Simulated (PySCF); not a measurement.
# Dy(65+) (dysprosium, charge +65): BP86 calculation

Configuration: 1s1, 2S determinant. Calculation: PySCF 2.14, in an even-tempered Gaussian basis (17 s from 170 bohr⁻², ratio 2.2; 7 p from 260 bohr⁻², ratio 2.4; 4 d from 780 bohr⁻², ratio 2.4; 3 f from 1200 bohr⁻², ratio 2.4; 3 g from 1700 bohr⁻², ratio 2.4); scalar relativity by spin-free X2C-1e.

* Total energy: -2321.37 hartree
* One-electron energy: -2321.04 hartree
* Hartree (Coulomb) energy: 23.72 hartree
* Exchange-correlation energy: -24.05 hartree
* ⟨S²⟩: 0.7500
* ⟨L²⟩: 0.000
* Sum of ⟨r⟩: 0.02011 bohr
* Sum of ⟨r²⟩: 0.0005600 bohr²

```json
{"shell": "1s α", "electrons": "1", "mean orbital energy (hartree)": "-2303.95609", "rms radius, mean of both spins (bohr)": "0.0237"}
```

For one electron the Hartree and exchange-correlation energies should cancel; what remains is the self-interaction error.

Densities and radii are taken from the X2C orbitals without a picture-change correction, which distorts them close to the nucleus.
